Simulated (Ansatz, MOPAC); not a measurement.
Dimer: HCl (SMILES Cl) (first 2 atoms) with CH2O (SMILES C=O); geometry from B3LYP-D3(BJ)/def2-TZVP, rigid monomers moved along the line of their centres of mass till H2···O4 is 3.34 Å.
(charge 0, multiplicity 1):
```xyz
6

Cl    -0.1523    -0.0562     0.4435
H      0.1496     0.4924     1.5878
C     -0.2840     0.2286     5.4675
O      0.3343     1.0728     4.8713
H     -0.3490     0.2380     6.5684
H     -0.8091    -0.5861     4.9397
```

Monomers are frozen at their geometry in the pair; levels with a basis set take the counterpoise correction.

Frozen-core correlation. The state that AM1 reach isn't checked.

Programs: Ansatz (Gaussian basis) for Hartree–Fock, density functionals and correlated methods; MOPAC for AM1 (differences of heats of formation). Each number belongs to the level named beside it.

**Question.** Predict the interaction energy from AM1.

**Answer.** -0.8 kcal/mol

Ansatz is a program for electronic structure.
